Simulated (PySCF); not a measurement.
# Functional benchmark on one molecule

Molecule: `O=C(F)C(F)(F)F`, C₂F₄O.

Molfile (atoms numbered from 1):
```
C2F4O
     RDKit          3D

  7  6  0  0  0  0  0  0  0  0999 V2000
    1.3285    0.7338   -1.1310 O   0  0  0  0  0  0  0  0  0  0  0  0
    0.7560   -0.0870   -0.5143 C   0  0  0  0  0  0  0  0  0  0  0  0
    1.1225   -1.3560   -0.4496 F   0  0  0  0  0  0  0  0  0  0  0  0
   -0.5131    0.1279    0.3263 C   0  0  0  0  0  0  0  0  0  0  0  0
   -0.2893   -0.2447    1.5806 F   0  0  0  0  0  0  0  0  0  0  0  0
   -1.5046   -0.6048   -0.1670 F   0  0  0  0  0  0  0  0  0  0  0  0
   -0.8609    1.3983    0.3044 F   0  0  0  0  0  0  0  0  0  0  0  0
  1  2  2  0
  2  3  1  0
  2  4  1  0
  4  5  1  0
  4  6  1  0
  4  7  1  0
M  END
```

Geometry PBE0-D3(BJ)/def2-SVP throughout; GIAO in PySCF 2.14.0 with density-fitted response routines, gas phase, one conformer, non-relativistic; equivalent atoms averaged; basis pcSseg-2.

Reference values (measured; Wikipedia, Fluorine-19 nuclear magnetic resonance spectroscopy): δ(F5/F6/F7) = -76.0 ppm vs CFCl3. Computed shifts are taken against CFCl3, calculated as an isolated molecule at each level.

Task: How do the functionals BLYP, OPBE, KT2, B97-2, CAM-B3LYP, LC-wPBE perform against the reference? Times are CPU seconds on 1 thread of an Arm Neoverse V1, shared host; the GGAs took longer than the global hybrids here, which isn't the general rule, and the cause wasn't traced.

Result: 
```tsv
functional	kind	F5/F6/F7	abs. error F	core-s
BLYP	GGA	-98.6	22.6	30
OPBE	GGA	-97.3	21.3	32
KT2	GGA	-107.3	31.3	32
B97-2	global hybrid	-85.9	9.9	23
CAM-B3LYP	range-separated hybrid	-75.3	0.7	32
LC-wPBE	range-separated hybrid	-63.5	12.5	41
```

For ¹⁹F the closest is CAM-B3LYP (0.7 ppm) and the furthest KT2 (31.3 ppm). One molecule is a small sample, and vibrational and solvent effects are absent from the calculation.
